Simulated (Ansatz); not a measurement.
Consider the substitution at a C–C bond: `BC(=C)CC` + `[CH3][SnH]([OH])[F]` → `CC[O][SnH]([CH3])[F]` + `BC=C`.

Program: Ansatz. Geometries: PBE0-D4/def2-TZVP. ΔE: electronic, gas phase. CCSD(T)/CBS adds triple-zeta CCSD(T) − MP2 to the extrapolated MP2 energy (def2 sets, frozen cores). Elements past krypton have def2 core potentials. For Sn outer-core shells are correlated without core-valence functions, which leaves a few kJ/mol of doubt a bond. Each species was taken in one conformer, which may not be the lowest.

`BC(=C)CC`:

```xyz
14

B     0.845    0.753    1.430
C    -0.172    0.642    0.279
C    -0.573    1.782   -0.306
C    -0.712   -0.690   -0.163
C     0.361   -1.552   -0.818
H     1.187   -0.210    2.058
H     1.291    1.825    1.720
H    -1.315    1.799   -1.102
H    -0.168    2.740    0.004
H    -1.109   -1.222    0.709
H    -1.549   -0.550   -0.856
H     0.748   -1.073   -1.721
H    -0.035   -2.532   -1.096
H     1.202   -1.711   -0.139
```

`[CH3][SnH]([OH])[F]`:

```xyz
9

C     1.001    0.759   -0.581
Sn   -0.472   -0.088    0.687
O    -0.731   -1.994    0.344
F    -2.121    0.737    0.125
H     1.102    1.823   -0.368
H     1.958    0.262   -0.423
H     0.688    0.627   -1.616
H    -0.382    0.062    2.375
H    -1.043   -2.189   -0.543
```

`CC[O][SnH]([CH3])[F]`:

```xyz
15

C    -1.061   -1.904    1.071
C    -1.095   -0.409    1.301
O    -0.793    0.340    0.143
Sn    0.970    0.348   -0.695
C     1.017    2.104   -1.869
F     2.183    0.583    0.787
H    -0.053   -2.249    0.821
H    -1.731   -2.184    0.254
H    -1.375   -2.437    1.972
H    -0.417   -0.142    2.122
H    -2.103   -0.107    1.608
H     1.399   -1.171   -1.339
H     0.003    2.328   -2.201
H     1.671    1.980   -2.731
H     1.383    2.919   -1.245
```

`BC=C`:

Z-matrix (Å, degrees):
```
B
C 1 1.534
H 1 1.197 2 122.0
H 1 1.199 2 118.7 3 180.0
C 2 1.339 1 120.5 3 180.0
H 2 1.089 1 121.7 3 -0.0
H 5 1.086 2 120.6 1 0.0
H 5 1.087 2 123.0 1 -180.0
```

```tsv
species	CCSD(T)/CBS(def2) energy (Eh)
`BC(=C)CC`	-182.38673
`[CH3][SnH]([OH])[F]`	-430.11060
`CC[O][SnH]([CH3])[F]`	-508.61556
`BC=C`	-103.86193
```

(1) Work out ΔE.

Largest T1 diagnostic among the species: 0.013.

Results:

(1) ΔE = (-508.61556) + (-103.86193) − (-182.38673) − (-430.11060) = 0.01984 Eh = +0.54 eV.

In def2-TZVPP, CCSD(T) changes the Hartree–Fock value by +0.11 eV (the triples alone add +0.01 eV) and MP2 by +0.19 eV.
